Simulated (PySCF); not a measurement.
Adding and removing an electron: RbAl

PBE0; Rb def2-SVP with ECP28, Al def2-SVP; scalar-relativistic core potentials (PySCF 2.14). Neutral (UKS): triplet (σ ↑, π ↑), Re = 3.566 Å, ωe = 122 cm⁻¹, De = 0.62 eV, HOMO -3.02 eV, LUMO -1.47 eV.

RbAl⁺ (UKS): doublet (σ ↑), Re = 4.092 Å, ωe = 76.8 cm⁻¹, De = 0.48 eV to Rb⁺ + Al. The energies at the minima are -266.26856 hartree for RbAl and -266.10898 for RbAl⁺.

(1) Work out the adiabatic ionisation energy, without and with harmonic zero-point energies (1 hartree = 27.2114 eV, 1 eV = 8065.5 cm⁻¹), and the change of the bond length.

Weak bonds: RbAl⁺. Basis-set superposition, not corrected here, can be much of De in a small basis, most of all at correlated wavefunction levels. Spin–orbit coupling is left out. For an ion De counts to the pair picked by the measured ionisation energies or electron affinities, which need not be the lowest pair at this level. States were picked by a PBE0 search and need not be the measured ground states.

Answers

(1) At PBE0: 0.15958 hartree = 4.342 eV between the minima; the zero-point term (76.8 − 122.0)/2 cm⁻¹ = -0.003 eV makes it 4.340 eV. Re changes by +52.6 pm against the neutral. The electron leaves a π orbital, and the ion is left as a loose complex of an ion and an atom.
